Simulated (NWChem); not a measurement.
Species: GeSiH₄Cl₂; SMILES [SiH3][GeH]([Cl])[Cl]

All runs: NWChem. Pople sets run with spherical d functions. Geometry: optimised at PBE-D3(BJ)/def2-SVP. Ions are spin-unrestricted doublets at the neutral geometry; other ion states weren't tried.

**Question.** What does the run give for CAM-B3LYP/6-31G*? Quantities: vertical ionisation energy, ΔSCF (eV); −ε(HOMO) (eV).

**Answer.** The vertical ionisation energy, ΔSCF (eV) is 10.45. The −ε(HOMO) (eV) comes out as 9.57.
